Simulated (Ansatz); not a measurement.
Relaxation of BrClH₄OSn (8 atoms, charge 0, multiplicity 1), to a largest force component of 0.03 eV/Å in at most 50 steps.

All numbers below come from RKS PBE0-D4/def2-SVP (Ansatz 0.2.0).

```xyz
8
Properties=species:S:1:pos:R:3:forces:R:3
Sn -0.532 0.154 -0.331 -0.42 0.19 0.07
Cl 0.235 -0.594 3.122 -1.04 0.37 0.10
H 0.893 0.617 0.455 -0.01 0.01 -0.01
H -0.878 0.851 -1.859 0.01 -0.01 0.03
O -0.518 -1.812 -0.489 0.00 -0.01 0.04
H -1.363 -2.165 -0.793 0.00 -0.01 -0.01
Br -2.592 0.830 1.052 0.46 -0.16 -0.17
H -1.007 -0.113 3.087 1.01 -0.38 -0.06
```

Task: Where does it end, and by what steps?

Result: It converged. The force dipped under the threshold on the way, but the program's further checks kept it going. After 8 steps the energy has fallen by 0.068 eV; Cl2 moved furthest, 0.31 Å.

```csv
step,energy less start (eV),largest force component (eV/Å),accepted
0,0.0000,1.044,yes
1,-0.0335,1.031,yes
2,0.0029,1.419,no
3,-0.0530,0.656,yes
4,-0.0602,0.404,yes
5,-0.0654,0.149,yes
6,-0.0674,0.042,yes
7,-0.0677,0.026,yes
8,-0.0680,0.006,yes
```

```xyz
8
Properties=species:S:1:pos:R:3
Sn -0.547 0.157 -0.380
Cl 0.153 -0.551 3.415
H 0.900 0.582 0.392
H -0.939 0.889 -1.875
O -0.520 -1.808 -0.547
H -1.359 -2.176 -0.849
Br -2.477 0.770 1.126
H -0.972 -0.093 2.963
```

Whether the end is a true minimum wasn't checked by a vibrational analysis.

Time of the run: 21 s on 4 threads of Arm Neoverse V1, on a shared host, peak memory 0.3 GiB.
